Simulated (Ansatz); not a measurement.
One change: `F[SiH2]C1CO1` becomes `BrC1CO1`.

Ansatz, PBE0-D4/def2-TZVP geometries, multiplicity 1. Each molecule was computed in one conformer, which needn't be the lowest.

Scalar relativity is left out up to krypton.

| property | `F[SiH2]C1CO1` |
| --- | --- |
| HOMO energy (B3LYP/def2-TZVPP) / eV | -7.81 |
| LUMO energy (ωB97M-V/def2-TZVPP) / eV | 1.72 |
| HOMO–LUMO gap (ωB97M-V/def2-TZVPP) / eV | 12.17 |
| HOMO–LUMO gap (B3LYP/def2-TZVPP) / eV | 7.52 |
| LUMO energy (B3LYP/def2-TZVPP) / eV | -0.29 |
| LUMO energy (PBE/def2-TZVPP) / eV | -0.98 |

(1) What does the change do to each property? (Estimate.)

## Answers

(1) Ansatz gave: 
```
                               property  `BrC1CO1`  shift
    HOMO energy (B3LYP/def2-TZVPP) / eV      -7.78   0.03
  LUMO energy (ωB97M-V/def2-TZVPP) / eV       2.05   0.33
HOMO–LUMO gap (ωB97M-V/def2-TZVPP) / eV      12.33   0.16
  HOMO–LUMO gap (B3LYP/def2-TZVPP) / eV       7.47  -0.05
    LUMO energy (B3LYP/def2-TZVPP) / eV      -0.31  -0.02
      LUMO energy (PBE/def2-TZVPP) / eV      -1.03  -0.05
```

B3LYP here is the variant with VWN-RPA as its local correlation; programs differ in this.

Spin–orbit coupling is left out; it splits and shifts lone-pair levels of the heavy atoms by tenths of an eV.
